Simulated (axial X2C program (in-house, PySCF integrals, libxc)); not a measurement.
Which molecule has these constants?

All values come from calculations with an in-house all-electron X2C program for linear molecules (integrals from PySCF), spin-free (one-electron X2C) or two-component (2c: spin–orbit coupling with atomic mean-field Coulomb and Gaunt terms, which also bring small scalar terms), in Dyall basis sets with cores contracted in-house; open shells are unrestricted.

A two-component CCSD(T) calculation in a Dyall 3-zeta basis gave Re = 1.667 Å, ωe = 1963.3 cm⁻¹, De = 1.85 eV, Ω = 2.

**Question.** Which molecule is it?
A. MoH⁺
B. NaMo⁺
C. LiMo⁺

**Answer.** A. The others have NaMo⁺ 3.339 Å and 114.7 cm⁻¹ (Ω = 3); LiMo⁺ 2.956 Å and 232.0 cm⁻¹ (Ω = 3).

Frozen shells (counts by l): MoH⁺ Mo 3s2p1d, H none, 14 electrons correlated; NaMo⁺ Mo 4s3p1d, Na 2s1p, 6 electrons correlated; LiMo⁺ Mo 3s2p1d, Li 1s, 14 electrons correlated. Coupled cluster in natural virtuals with an MP2 remainder. Where the outer core of a metal is frozen, bonds come out longer and ionisation energies lower.

Each entry is the lowest single determinant of a limited PBE0 search at one distance. De goes to single-determinant-based atoms at the same level (for ions the charge split of lowest energy) and is withheld (n/a) where an atom does not fit its ground term or J level. Main or longest-lived isotopes. One determinant is a doubtful description, or other states lie close, for MoH⁺, NaMo⁺, LiMo⁺; these need not be ground states, and all values refer to the states named. Some open-shell Ω = 0 determinants are out of reach, so the Ω given for MoH⁺, NaMo⁺, LiMo⁺ need not be the lowest component. With several unpaired electrons the Ω given is that of one determinant, not necessarily of the lowest component.
